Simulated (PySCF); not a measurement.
**Ba: excitation energy**

Ba [Xe] 6s2 (1S) → Ba [Xe] 5d2 (3F), as a difference of total energies. Calculation: PySCF 2.14, in x2c-TZVPPall; scalar relativity by spin-free X2C-1e. Correlated levels: valence and next inner shell: [Kr] 4d10 frozen. The calculations carry no spin-orbit coupling.

| method | excitation energy (eV) |
| --- | --- |
| UHF | 2.364 |
| MP2 (valence and next inner shell) | 2.890 |
| SCS-MP2 (valence and next inner shell) | 2.994 |
| CCSD (valence and next inner shell) | 2.801 |
| CCSD(T) (valence and next inner shell) | 2.855 |

Q: How much does correlation contribute at CCSD(T) (valence and next inner shell)?

A: 2.855 − (2.364) = 0.491 eV, measured against UHF.

A first-order spin-orbit estimate (lowest level to lowest level, LS coupling) adds -0.061 eV.
